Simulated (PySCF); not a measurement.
Job file and geometry (Å, from GFN2-xTB) of an NMR shielding run on SMILES [SiH3]C(CN(C)C=O)[SiH3], C4H13NOSi2, GIAO PBE0/pcSseg-1 NMR shielding, non-relativistic, gas phase in PySCF 2.14.0, density-fitted response routines; density fitting, a coarse starting grid and PySCF grid level 2 are the driver's defaults:

```
$ OMP_NUM_THREADS=1 python probes_run.py task.json out

{"job": {"kind": "nmr", "xc": "PBE0", "basis": "pcSseg-1"}, "charge": 0, "multiplicity": 1}
C      2.282490    -0.443077     0.851247
N      1.428441    -0.418810    -0.305312
C      1.442661    -1.381637    -1.236899
O      0.702941    -1.440919    -2.191984
C      0.468886     0.665061    -0.416686
C     -0.792806     0.455292     0.416756
Si    -1.907852     1.996001     0.303075
Si    -1.700257    -1.154793    -0.077083
H      2.986927    -1.269431     0.771521
H      2.842606     0.492670     0.924724
H      1.696438    -0.570418     1.765349
H      2.230748    -2.136455    -1.051590
H      0.201964     0.734896    -1.473733
H      0.979934     1.590070    -0.124982
H     -0.492007     0.356906     1.466122
H     -3.045645     1.839707     1.207999
H     -2.363052     2.194358    -1.071739
H     -1.130739     3.173196     0.714878
H     -0.853585    -2.316013     0.210343
H     -2.106527    -1.097801    -1.473032
H     -2.880489    -1.251862     0.790553
```

Q: Write the output of this run.

A: 
```
coarse grid: 17800 points
cycle   1  E = -868.3676629936  dE =  8.489e-01  |g| = 8.413e-01  |ddm| = 3.980e+00
cycle   2  E = -867.8091975004  dE =  5.585e-01  |g| = 1.857e+00  |ddm| = 2.474e+00
cycle   3  E = -868.5047859581  dE = -6.956e-01  |g| = 1.742e-01  |ddm| = 1.939e+00
cycle   4  E = -868.5095243982  dE = -4.738e-03  |g| = 1.046e-01  |ddm| = 2.347e-01
cycle   5  E = -868.5120599698  dE = -2.536e-03  |g| = 1.952e-02  |ddm| = 1.014e-01
cycle   6  E = -868.5121402960  dE = -8.033e-05  |g| = 5.791e-03  |ddm| = 1.875e-02
cycle   7  E = -868.5121469122  dE = -6.616e-06  |g| = 1.425e-03  |ddm| = 4.511e-03
final grid: 160720 points
cycle   8  E = -868.5671967735  dE = -2.719e-05  |g| = 1.272e-02  |ddm| = 2.929e-02
cycle   9  E = -868.5671091409  dE =  8.763e-05  |g| = 2.449e-02  |ddm| = 2.826e-02
cycle  10  E = -868.5672291083  dE = -1.200e-04  |g| = 2.676e-03  |ddm| = 1.983e-02
cycle  11  E = -868.5672305898  dE = -1.482e-06  |g| = 3.850e-04  |ddm| = 2.199e-03
cycle  12  E = -868.5672306225  dE = -3.271e-08  |g| = 1.357e-04  |ddm| = 4.971e-04
cycle  13  E = -868.5672306270  dE = -4.464e-09  |g| = 2.605e-05  |ddm| = 1.341e-04
cycle  14  E = -868.5672306272  dE = -1.462e-10  |g| = 7.243e-06  |ddm| = 3.201e-05
converged SCF energy = -868.5672306272

GIAO shielding tensors (ppm)
atom      isotropic    diamagn.    paramagn.     s11        s22        s33       span
  0 C      152.352     245.308     -92.956    128.538    141.989    186.529     57.991
  1 N      128.423     336.403    -207.980     -3.249    168.469    220.050    223.300
  2 C       21.667     246.600    -224.933    -68.012     54.856     78.155    146.167
  3 O      -78.028     404.441    -482.469   -362.340   -190.579    318.835    681.175
  4 C      140.373     250.506    -110.133    107.022    150.286    163.812     56.791
  5 C      183.191     258.212     -75.021    171.244    180.240    198.088     26.843
  6 Si     417.702     880.566    -462.864    383.189    396.354    473.564     90.375
  7 Si     419.156     881.447    -462.291    393.331    405.468    458.670     65.339
  8 H       28.576      29.747      -1.171     25.042     26.616     34.070      9.028
  9 H       29.062      29.438      -0.375     24.531     26.651     36.006     11.475
 10 H       28.649      31.316      -2.667     23.236     28.380     34.330     11.094
 11 H       23.604      28.735      -5.131     19.812     24.128     26.874      7.062
 12 H       27.274      34.212      -6.938     23.049     27.588     31.184      8.135
 13 H       29.010      34.227      -5.217     22.501     30.025     34.504     12.003
 14 H       31.078      35.089      -4.011     25.900     30.539     36.796     10.896
 15 H       27.705      29.127      -1.423     24.073     25.519     33.522      9.449
 16 H       27.839      29.418      -1.580     24.219     26.244     33.053      8.833
 17 H       27.752      29.409      -1.656     23.883     25.996     33.378      9.495
 18 H       27.916      31.066      -3.150     23.895     27.692     32.161      8.266
 19 H       27.796      30.614      -2.819     24.599     25.818     32.971      8.372
 20 H       27.978      30.213      -2.235     24.154     25.978     33.801      9.647
```

Q: Turn these shieldings into chemical shifts. Shifts are taken against calculated references (same method and geometry level): TMS for 13C (186.93 ppm), 29Si (349.16 ppm), 1H (31.72 ppm); 15N (267.73 ppm) against NH3; 17O (336.08 ppm) vs H2O.

A: Averaging equivalent atoms: C 2: 165.3; C 4: 46.6; C 0: 34.6; C 5: 3.7; N 1: 139.3; O 3: 414.1; Si 6/7: -69.3; H 11: 8.11; H 15/16/17/18/19/20: 3.89; H 12/13: 3.58; H 8/9/10: 2.95; H 14: 0.64 ppm. Unscaled 17O shifts of doubly bonded oxygen tend to come out too high, by tens of ppm or more. Experimental scales use liquid or dissolved standards, which lie at an offset from isolated NH3 (liquid NH3: subtract about 20 ppm) and H2O (liquid H2O: subtract about 36 ppm).

Size and cost of the density-fitted run: 215 basis functions, 110 s wall time on 1 thread of an Intel Xeon, shared host; peak memory 1 GiB.
